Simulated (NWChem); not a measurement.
System: CH$_{6}$O$_{2}$Si$_{2}$; SMILES C1O[SiH2][SiH2]O1

NWChem input:

```
start job
memory heap 200 mb stack 900 mb global 1100 mb
geometry units angstroms noautosym
  C      0.000000    -0.124325     1.667579
  O      1.173127     0.103634     0.905546
  Si     1.167963    -0.017677    -0.778063
  Si    -1.167963    -0.017677    -0.778063
  O     -1.173127     0.103634     0.905546
  H      0.000000     0.599178     2.551727
  H      0.000000    -1.199178     2.069566
  H      1.885740     1.154723    -1.357741
  H      1.837769    -1.268511    -1.255115
  H     -1.885740     1.154723    -1.357741
  H     -1.837769    -1.268511    -1.255115
end
basis spherical
  * library def2-svp
end
dft
  xc pbe0
  grid fine
  iterations 150
end
driver
  maxiter 120
  tight
end
task dft optimize
task dft freq
```

The level has its own optimisation; frequencies are unscaled.

Predict the main results of this run. (PBE0/def2-SVP.) Quantities: r C–O (Å); r O–Si (Å); r Si–Si (Å); highest harmonic frequency (cm⁻¹); lowest (cm⁻¹); zero-point energy (kcal/mol); dipole (D).


```yaml
r C–O (Å): 1.400
r O–Si (Å): 1.686
r Si–Si (Å): 2.339
highest harmonic frequency (cm⁻¹): 3100
lowest (cm⁻¹): 84
zero-point energy (kcal/mol): 45.4
dipole (D): 0.96
```
